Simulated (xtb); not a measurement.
vinyl fluoride (C2H3F), singlet, geometry from GFN2-xTB. Base run: GFN2-xTB in xtb.

Geometry (Å):
```xyz
6

C     -0.0002     0.4345     0.0008
C      1.1809    -0.1425    -0.0074
F     -1.1385    -0.2760     0.0064
H     -0.1958     1.4973     0.0040
H      1.2818    -1.2133    -0.0101
H      2.0766     0.4483    -0.0118
```
Charge 0, spin multiplicity 1.
All else is at xtb's defaults.
Base energy -10.50146 Eh.

Variants of this job, named by their change:

```csv
change,ΔE vs base (kJ/mol),HOMO-LUMO gap (eV),dipole (D),G_solv (kcal/mol),SCF cycles
base,0.00,5.45,1.93,-,10
gbsa = toluene,-8.58,5.49,2.13,-2.23,9
alpb = dmf,-10.94,5.49,2.12,-2.81,9
etemp = 1000,0.00,5.45,1.93,-,10
alpb = water,-6.53,5.53,2.32,-2.32,10
etemp = 3000,0.00,5.45,1.93,-,10
acc = 0.0001,0.00,5.45,1.93,-,15
alpb = ch2cl2,-8.03,5.49,2.11,-2.07,10
```

ALPB and GBSA are two models with their own fitted parameters for each solvent, which aren't always the measured dielectric constant.
